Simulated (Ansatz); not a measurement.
BeGeH4 (SMILES [BeH][GeH3]) moved off its minimum; all values from Ansatz (a program for electronic structure), cores frozen in correlated methods.
(charge 0, multiplicity 1)
```xyz
6

Be    -1.6034    -0.9834    -0.2884
H     -2.9831    -1.5083    -0.3458
Ge     0.3352     0.0336    -0.0077
H      1.2920    -0.8277     0.8902
H      0.8198     0.4779    -1.2772
H      0.1833     1.3890     0.8707
```

```tsv
level	largest force (eV/Å)	on atom	rms difference from CCSD(T)/aug-cc-pVTZ (eV/Å)	dipole (D)
HF/def2-TZVPP	3.29	Ge3	0.125	0.86
PBE/def2-TZVPP	3.06	Ge3	0.124	0.66
r2SCAN/def2-TZVPP	3.08	Ge3	0.139	0.70
B3LYP/def2-TZVPP	3.09	Ge3	0.092	0.72
wB97M-V/def2-TZVPP	3.13	Ge3	0.137	0.75
MP2/aug-cc-pVTZ	3.23	Ge3	0.077	0.77
CCSD(T)/aug-cc-pVTZ	3.19	Ge3	0.000	0.74
```

The differences count from one level among others, with limits of its own. Forces at CCSD(T)/aug-cc-pVTZ (eV/Å):

| atom | Fx | Fy | Fz |
|---|---|---|---|
| Be1 | -1.825 | -0.502 | 0.152 |
| H2 | 1.527 | 0.473 | -0.026 |
| Ge3 | -0.989 | 0.034 | 3.030 |
| H4 | 0.052 | 0.145 | -0.484 |
| H5 | 1.288 | 0.619 | -2.158 |
| H6 | -0.053 | -0.770 | -0.513 |
